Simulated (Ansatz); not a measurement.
One change: `[CH3][Ta](=[NH])([OH])[OH]` becomes `[CH3][Ta](=[NH])([OH])[Cl]`.

Ansatz, PBE0-D4/def2-TZVP geometries, multiplicity 1. Each molecule was computed in one conformer, which needn't be the lowest.

Elements past krypton have def2 core potentials.

| property | `[CH3][Ta](=[NH])([OH])[OH]` |
| --- | --- |
| LUMO energy (ωB97M-V/def2-TZVPP) / eV | 1.23 |
| HOMO–LUMO gap (ωB97M-V/def2-TZVPP) / eV | 11.06 |
| HOMO energy (PBE/def2-TZVPP) / eV | -6.17 |
| zero-point energy (PBE0-D4/def2-TZVP) / kJ/mol | 197.6 |
| HOMO energy (ωB97M-V/def2-TZVPP) / eV | -9.83 |
| HOMO energy (PBE0/def2-TZVPP) / eV | -7.49 |

(1) Give the same properties after the change, and the shifts. (Best estimate.)

Results:

(1) Computed: 
```json
{"property": "LUMO energy (ωB97M-V/def2-TZVPP) / eV", "`[CH3][Ta](=[NH])([OH])[Cl]`": "0.69", "shift": "-0.54"}
{"property": "HOMO–LUMO gap (ωB97M-V/def2-TZVPP) / eV", "`[CH3][Ta](=[NH])([OH])[Cl]`": "10.69", "shift": "-0.37"}
{"property": "HOMO energy (PBE/def2-TZVPP) / eV", "`[CH3][Ta](=[NH])([OH])[Cl]`": "-6.35", "shift": "-0.18"}
{"property": "zero-point energy (PBE0-D4/def2-TZVP) / kJ/mol", "`[CH3][Ta](=[NH])([OH])[Cl]`": "163.7", "shift": "-33.9"}
{"property": "HOMO energy (ωB97M-V/def2-TZVPP) / eV", "`[CH3][Ta](=[NH])([OH])[Cl]`": "-10.00", "shift": "-0.17"}
{"property": "HOMO energy (PBE0/def2-TZVPP) / eV", "`[CH3][Ta](=[NH])([OH])[Cl]`": "-7.70", "shift": "-0.21"}
```

With PBE0 the HOMO falls by 0.21 eV and the LUMO falls by 1.13 eV, so the gap narrows by about 0.92 eV. PBE moves the HOMO by -0.18 eV and ωB97M-V by -0.17 eV. The zero-point energy changes by -33.9 kJ/mol with -3 modes.

Positive LUMOs are unbound, so they and the gaps depend on the basis.
